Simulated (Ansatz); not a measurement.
C₃H₈GaN (`C[CH]1C[NH][GaH]1`) at its PBE0-D4/def2-TZVP geometry, where that method's forces vanish. Total charge 0; spin multiplicity 1.

```xyz
13

C    -0.0467    1.3986   -1.0175
C    -0.0794    0.5806    0.2582
C    -0.8464   -0.7611    0.1762
N     0.1382   -1.7208    0.6664
Ga    1.4884   -0.5032    0.8778
H     0.3480    0.8213   -1.8588
H    -1.0489    1.7401   -1.3028
H     0.5783    2.2884   -0.9087
H    -0.4673    1.1904    1.0799
H    -1.1508   -0.9617   -0.8615
H    -1.7621   -0.7471    0.7845
H    -0.1145   -2.6917    0.7527
H     2.9631   -0.6338    1.3536
```

Task: What forces (eV/Å) does ωB97M-V/def2-TZVPP give on these atoms in Ansatz 0.2.0? (An estimate is asked.)

Result: The calculation gave: 
```
C1  -0.022  0.140 -0.194
C2   0.114  0.038  0.239
C3  -0.361  0.063 -0.131
N4   0.150 -0.239  0.089
Ga5  0.112  0.011  0.030
H6  -0.025  0.031  0.058
H7   0.079 -0.031  0.020
H8  -0.044 -0.066 -0.011
H9   0.014 -0.047 -0.071
H10  0.031  0.020  0.085
H11  0.086 -0.004 -0.056
H12  0.015  0.062 -0.006
H13 -0.151  0.022 -0.051
```
